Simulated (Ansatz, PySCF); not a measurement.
I2Zn, SMILES [I][Zn-][I] (connectivity only; charge and spin as stated), charge -1, multiplicity 2. Atoms are numbered in the order given.

```xyz
3

Zn     0.0000     0.0000     1.0870
I      0.0000     2.3488    -0.2680
I      0.0000    -2.3488    -0.2680
```
Charge -1, spin multiplicity 2.

Geometry: B3LYP-D3(BJ)/def2-SVPD. The def2 effective core potentials stand for the cores of I; spin–orbit coupling is left out.

Two levels are set side by side: PBE-D3(BJ)/def2-SVPD (Ansatz, a first-principles code) and B3LYP-D3(BJ)/def2-SVPD (Ansatz). Each level has its own optimised geometry; the coordinates shown are those of the second. Frequencies come from the Hessian of PySCF at each geometry. Differences are taken from unrounded values.

```
quantity                            B3LYP-D3(BJ)  PBE-D3(BJ)  PBE-D3(BJ) minus B3LYP-D3(BJ)
----------------------------------  ------------  ----------  -----------------------------
mean bond length (Å)                       2.712       2.688                         -0.024
bond Zn1–I2 (Å)                            2.712       2.688                         -0.024
bond Zn1–I3 (Å)                            2.712       2.688                         -0.024
highest harmonic wavenumber (cm⁻¹)           170         175                              5
mean harmonic wavenumber (cm⁻¹)              116         118                              2
zero-point energy (kcal/mol)                0.50        0.51                           0.01
```
